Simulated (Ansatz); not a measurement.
A structure relaxed at PBE0-D4/def2-TZVP in Ansatz, charge 0, singlet:

```xyz
3

Pd    0.969   -0.757    0.705
Cu    0.148    1.374   -0.153
Cu   -1.117   -0.617   -0.552
```

(1) Give its formula and point group.

(2) Summarise the bond lengths by kind (pairs closer than 1.2 times the sum of covalent radii, bridged metal pairs left out).

Answers

(1) the cluster Cu₂Pd (the lowest singlet isomer of a short search). Point group C2v (tolerance 0.1 Å).

(2) 2 × Cu–Pd 2.44 Å; 1 × Cu–Cu 2.39 Å.

In the def2 sets Pd takes a core potential; there is no spin–orbit coupling. The relaxation made no stability test and no search for a lower SCF solution. The structure comes from a short search, and lower isomers may exist.
